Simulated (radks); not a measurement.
Hf3+, 69 electrons, occupied as [Xe] 4f14 5d1 (the NIST ground configuration). All-electron calculation, Dirac Kohn-Sham, relativistic LDA (MacDonald-Vosko exchange, VWN5 correlation), spin-unpolarised, spherical densities, finite nucleus; open shells fill j = l - 1/2 first; Fermi nuclear charge, rms radius 5.347 fm. Program: a radial shooting solver on a logarithmic mesh with Libxc functionals.

Unscreened Slater integrals over Kohn-Sham orbitals (cm^-1). Large and small components are both included. Empty in this configuration: 5d5/2.

integral          value
F0(5d3/2,5d3/2)  104110
F2(5d3/2,5d3/2)   54357
F0(5d3/2,4f7/2)  133430
F2(5d3/2,4f7/2)   31890
G3(5d3/2,4f7/2)   11730
G5(5d3/2,4f7/2)  8936.0
F0(5d3/2,4f5/2)  133670
F2(5d3/2,4f5/2)   31367
G1(5d3/2,4f5/2)   13766
G3(5d3/2,4f5/2)   11312
F0(5d3/2,5p3/2)  119320
F2(5d3/2,5p3/2)   58538
G1(5d3/2,5p3/2)   70318
G3(5d3/2,5p3/2)   43237
F0(5d3/2,5d5/2)  102860
F2(5d3/2,5d5/2)   53714
G2(5d3/2,5d5/2)   53675
G4(5d3/2,5d5/2)   35407
F0(4f7/2,4f7/2)  301040
F2(4f7/2,4f7/2)  142550
F4(4f7/2,4f7/2)   89331
F6(4f7/2,4f7/2)   64237
F0(4f7/2,4f5/2)  303580
F2(4f7/2,4f5/2)  143860
F4(4f7/2,4f5/2)   90170
G2(4f7/2,4f5/2)  143370
G4(4f7/2,4f5/2)   89880
G6(4f7/2,4f5/2)   64642
F0(4f7/2,5p3/2)  177380
F2(4f7/2,5p3/2)   57135
G2(4f7/2,5p3/2)   27256
G4(4f7/2,5p3/2)   21428
F0(4f7/2,5d5/2)  130520
F2(4f7/2,5d5/2)   30383
F4(4f7/2,5d5/2)   14444
G1(4f7/2,5d5/2)   13317
G3(4f7/2,5d5/2)   10943
G5(4f7/2,5d5/2)  8360.7
F0(4f5/2,4f5/2)  306180
F2(4f5/2,4f5/2)  145220
F4(4f5/2,4f5/2)   91050
F0(4f5/2,5p3/2)  177910
F2(4f5/2,5p3/2)   56506
G2(4f5/2,5p3/2)   26367
G4(4f5/2,5p3/2)   20837
F0(4f5/2,5d5/2)  130740
F2(4f5/2,5d5/2)   29875
F4(4f5/2,5d5/2)   14089
G1(4f5/2,5d5/2)   12676
G3(4f5/2,5d5/2)   10529
G5(4f5/2,5d5/2)  8069.5
F0(5p3/2,5p3/2)  145650
F2(5p3/2,5p3/2)   78434
F0(5p3/2,5d5/2)  117320
F2(5p3/2,5d5/2)   56835
G1(5p3/2,5d5/2)   67221
G3(5p3/2,5d5/2)   41355
F0(5d5/2,5d5/2)  101670
F2(5d5/2,5d5/2)   53149
F4(5d5/2,5d5/2)   35063
